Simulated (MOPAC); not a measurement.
Job for MOPAC: PM6 on H4N2OSi (a complex).

```
PM6 1SCF PRECISE CHARGE=0 THREADS=1
H4N2OSi

N      0.15313107 1    -0.64639390 1    -1.14563864 1
N      0.36035999 1    -0.46325078 1    -0.09117521 1
O      0.88387094 1     0.08126653 1     3.01342041 1
Si    -0.51009422 1     0.19510758 1     3.88783577 1
H      0.81664006 1    -0.08376803 1     2.06890922 1
H     -1.37025471 1     1.30727261 1     3.41011032 1
H     -0.10045016 1     0.44665656 1     5.28365764 1
H     -1.30739750 1    -1.05561734 1     3.81773908 1
```

Program output:

```
*******************************************************************************
 **                                                                           **
 **                              MOPAC v23.2.5                                **
 **                                                                           **
 *******************************************************************************
 ** MOPAC's Digital Object Identifier: https://doi.org/10.5281/zenodo.6511958 **
 **                                                                           **
 ** Please cite the open-source release paper for use of this MOPAC version:  **
 ** J. E. Moussa and J. J. P. Stewart (2026)                                  **
 ** MOPAC: An open-source semiempirical molecular orbital program             **
 ** J. Open Source Softw., 11(119), 8025, https://doi.org/10.21105/joss.08025 **
 *******************************************************************************

                              PM6 CALCULATION RESULTS

 *******************************************************************************
 *  PM6        - The PM6 Hamiltonian to be used
 *
 *
 *
 *                 CHARGE ON SYSTEM = 0
 *
 *
 *
 *  PRECISE    - TIGHTER CRITERIA TO BE USED
 *  1SCF       - DO 1 SCF AND THEN STOP
 *  THREADS=1  - MULTI-THREADING NOT USED
 *  T=         - A TIME OF 172800.0 SECONDS REQUESTED
 *  DUMP=N     - RESTART FILE WRITTEN EVERY 7200.0 SECONDS REQUESTED
 *******************************************************************************
PM6 1SCF PRECISE CHARGE=0 THREADS=1
 H4N2OSi

   ATOM   CHEMICAL          X               Y               Z
  NUMBER   SYMBOL      (ANGSTROMS)     (ANGSTROMS)     (ANGSTROMS)

     1       N          0.15313107  *  -0.64639390  *  -1.14563864  *
     2       N          0.36035999  *  -0.46325078  *  -0.09117521  *
     3       O          0.88387094  *   0.08126653  *   3.01342041  *
     4      Si         -0.51009422  *   0.19510758  *   3.88783577  *
     5       H          0.81664006  *  -0.08376803  *   2.06890922  *
     6       H         -1.37025471  *   1.30727261  *   3.41011032  *
     7       H         -0.10045016  *   0.44665656  *   5.28365764  *
     8       H         -1.30739750  *  -1.05561734  *   3.81773908  *



          CARTESIAN COORDINATES

    NO.       ATOM           X           Y           Z

     1         N          0.1531     -0.6464     -1.1456
     2         N          0.3604     -0.4633     -0.0912
     3         O          0.8839      0.0813      3.0134
     4        Si         -0.5101      0.1951      3.8878
     5         H          0.8166     -0.0838      2.0689
     6         H         -1.3703      1.3073      3.4101
     7         H         -0.1005      0.4467      5.2837
     8         H         -1.3074     -1.0556      3.8177

 General Reference for PM6:
 "Optimization of Parameters for Semiempirical Methods V: Modification of NDDO Approximations
 and Application to 70 Elements", J. J. P. Stewart, J. Mol. Mod., 13, 1173-1213 (2007)
 URL: https://link.springer.com/article/10.1007/s00894-007-0233-4

           Empirical Formula: H4 N2 O Si  =     8 atoms



      MOLECULAR POINT GROUP   :   Cs


      RHF CALCULATION, NO. OF DOUBLY OCCUPIED LEVELS = 12


 -------------------------------------------------------------------------------
 PM6 1SCF PRECISE CHARGE=0 THREADS=1
 H4N2OSi



     1SCF WAS SPECIFIED, SO BFGS WAS NOT USED
     SCF FIELD WAS ACHIEVED


                              PM6 CALCULATION
                                                       MOPAC v23.2.5 Linux




          FINAL HEAT OF FORMATION =        -24.81620 KCAL/MOL =    -103.83097 KJ/MOL


          COSMO AREA              =        128.61 SQUARE ANGSTROMS
          COSMO VOLUME            =        111.87 CUBIC ANGSTROMS

          IONIZATION POTENTIAL    =         11.073012 EV
          HOMO LUMO ENERGIES (EV) =        -11.073 -0.278
          NO. OF FILLED LEVELS    =         12
          MOLECULAR WEIGHT        =         76.1299         POINT GROUP:  Cs

          MOLECULAR DIMENSIONS (Angstroms)

            Atom       Atom       Distance
            H     7    N     1     6.52648
            O     3    H     6     2.50481
            H     8    H     6     2.10525


          SCF CALCULATIONS        =          1





   ATOM   CHEMICAL          X               Y               Z
  NUMBER   SYMBOL      (ANGSTROMS)     (ANGSTROMS)     (ANGSTROMS)

     1       N          0.15313107  *  -0.64639390  *  -1.14563864  *
     2       N          0.36035999  *  -0.46325078  *  -0.09117521  *
     3       O          0.88387094  *   0.08126653  *   3.01342041  *
     4      Si         -0.51009422  *   0.19510758  *   3.88783577  *
     5       H          0.81664006  *  -0.08376803  *   2.06890922  *
     6       H         -1.37025471  *   1.30727261  *   3.41011032  *
     7       H         -0.10045016  *   0.44665656  *   5.28365764  *
     8       H         -1.30739750  *  -1.05561734  *   3.81773908  *

                             CARTESIAN COORDINATES

   1    N        0.153131070    -0.646393900    -1.145638640
   2    N        0.360359990    -0.463250780    -0.091175210
   3    O        0.883870940     0.081266530     3.013420410
   4   Si       -0.510094220     0.195107580     3.887835770
   5    H        0.816640060    -0.083768030     2.068909220
   6    H       -1.370254710     1.307272610     3.410110320
   7    H       -0.100450160     0.446656560     5.283657640
   8    H       -1.307397500    -1.055617340     3.817739080


           Empirical Formula: H4 N2 O Si  =     8 atoms



      MOLECULAR POINT GROUP   :   Cs


                  EIGENVALUES
 -38.75668 -29.96666 -19.74419 -19.20206 -17.42915 -17.42863 -16.71561 -13.68691
 -13.40091 -13.22568 -11.10491 -11.07301  -0.27848  -0.27538  -0.00529   0.86799
   0.98776   1.62488   2.08652   2.76827   3.06962   4.63148   4.68721   4.89319
   5.58846


              NET ATOMIC CHARGES AND DIPOLE CONTRIBUTIONS

  ATOM NO.   TYPE          CHARGE      No. of ELECS.   s-Pop       p-Pop       d-Pop
    1          N           0.036811        4.9632     1.78911     3.17408
    2          N          -0.031774        5.0318     1.78306     3.24872
    3          O          -0.593866        6.5939     1.66460     4.92927
    4         Si           0.276133        3.7239     1.16483     1.66744     0.89159
    5          H           0.366177        0.6338     0.63382
    6          H          -0.022748        1.0227     1.02275
    7          H          -0.007994        1.0080     1.00799
    8          H          -0.022739        1.0227     1.02274
 DIPOLE           X         Y         Z       TOTAL
 POINT-CHG.    -1.493    -0.209    -0.981     1.799
 HYBRID         0.798    -0.131    -0.880     1.196
 SUM           -0.695    -0.339    -1.862     2.016


          ATOMIC ORBITAL ELECTRON POPULATIONS

     Atom    s        px        py        pz      x^2-y^2     xz        z^2       yz        xy
    1  N   1.78911   0.99389   0.99225   1.18794
    2  N   1.78306   1.02123   1.01969   1.20779
    3  O   1.66460   1.72778   1.80486   1.39663
    4 Si   1.16483   0.42944   0.67848   0.55952   0.07863   0.15569   0.26094   0.06742   0.32891
    5  H   0.63382
    6  H   1.02275
    7  H   1.00799
    8  H   1.02274

 **********************
 *                    *
 * JOB ENDED NORMALLY *
 *                    *
 **********************




 == MOPAC DONE ==
```

The run finished.

Cost: roughly 0.020 core-seconds.
